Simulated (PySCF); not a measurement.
Species: C6H9Br.
Z-matrix (Å and degrees, PBE0-D3(BJ)/def2-SVP geometry), rows numbered from 1:
```
C 
C   1  1.3394
Br  2  1.9045  1  116.99
C   2  1.4741  1  125.55  3  -179.64
C   4  1.3423  2  122.61  1   173.56
C   4  1.5120  2  117.00  1    -7.73
C   6  1.5266  4  113.57  2   -75.87
H   1  1.0904  2  121.56  3     0.06
H   1  1.0916  2  120.55  3   179.80
H   5  1.0912  4  121.97  2     0.65
H   5  1.0928  4  120.27  2  -179.32
H   6  1.1026  4  109.96  2    47.96
H   6  1.1004  4  107.88  2   162.80
H   7  1.1003  6  110.61  4   -60.01
H   7  1.0999  6  111.91  4    59.73
H   7  1.1006  6  110.86  4  -179.77
```

Computed with PySCF at B3LYP/def2-SVPD, non-relativistic, on one gas-phase PBE0-D3(BJ)/def2-SVP geometry that isn't relaxed in the solvent. The solvent is an IEF-PCM continuum (Bondi radii, 1.10 Å for H, scaled by 1.2). Specific hydrogen bonds and non-electrostatic terms are outside this model. Spin–orbit coupling is left out although an atom past zinc is present.

Gas phase at B3LYP/def2-SVPD: HOMO -6.76 eV, LUMO -1.50 eV, dipole 1.88 D.

Question: What does the continuum do to the energy, the frontier levels and the dipole at B3LYP/def2-SVPD in chloroform and acetone?

Answer: 
| solvent | ε | E(solvent) − E(gas) (kJ/mol) | polarisation term (kJ/mol) | distortion of the solute (kJ/mol) | HOMO (eV) | LUMO (eV) | dipole (D) |
| --- | --- | --- | --- | --- | --- | --- | --- |
| chloroform | 4.711 | -7.88 | -8.83 | 0.95 | -6.72 | -1.43 | 2.41 |
| acetone | 20.49 | -10.72 | -12.55 | 1.83 | -6.72 | -1.43 | 2.60 |

Polarisation term: ½ Σ q·V over the induced surface charges. Distortion: the rise of the solute's own energy as its density leaves the gas-phase optimum. From chloroform to acetone the lowering changes by a factor 1.36, Onsager's factor (ε − 1)/(2ε + 1) by 1.30 and ε itself by 4.3.

Question: Which radius a makes the point-dipole formula ΔE = −[(ε − 1)/(2ε + 1)]·μ²/a³ give the value in acetone, with the gas-phase dipole?

Answer: μ = 0.740 au and |ΔE| = 0.00408 Eh give a = 2.10 Å; the farthest nucleus lies 3.22 Å from the centroid of the nuclei, so such a sphere wouldn't even hold the nuclei. The formula assumes a rigid point dipole at the centre of a sphere.

Question: How does the static polarisability (B3LYP/def2-SVPD, frozen core, with the continuum's full static response) change?

Answer: 
```tsv
medium	isotropic (au)	principal values (au)	⟨r²⟩ of the electrons (bohr²)
gas	97.9	70.5, 107.3, 116.0	1389.9
chloroform	125.7	89.2, 132.0, 156.0	1389.1
acetone	137.9	99.0, 140.8, 173.8	1388.8
```

The isotropic value in acetone is 1.41 times the gas-phase one; no cavity-field correction is applied. ⟨r²⟩ is taken about the centre of nuclear charge.

Rough CPU time on one thread of a shared machine: about 90 s. This is the whole response run at B3LYP/def2-SVPD in acetone, SCF included.
